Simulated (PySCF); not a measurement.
Homolysis of single bonds, series SiH2(OH)-X. Isolated molecules, 0 K electronic values unless said otherwise. One relaxed conformer stands for each flexible species; it need not be the lowest. Strings in code marks are SMILES.

Quantity: electronic energy of isomers of CH3O2Si, doublet states, relative to `O=[C][SiH2]O` (O–C–Si–O torsion 145°, C–Si–O–H torsion 45°), in kcal/mol. HF references are unrestricted for open shells and restricted for singlets.

Level 1: PBE-D3(BJ)/def2-TZVP // PBE0-D4/def2-TZVP (PySCF)
Level 2: B3LYP/3-21G // PBE0-D4/def2-TZVP (PySCF)
Level 3: PBE/6-31G* // PBE0-D4/def2-TZVP (PySCF)
Level 4: frozen-core MP2/6-31G* // PBE0-D4/def2-TZVP (PySCF)

```tsv
species	level 1	level 2	level 3	level 4
`O=C(O)[SiH2]`	14.6	6.47	7.60	14.2
```
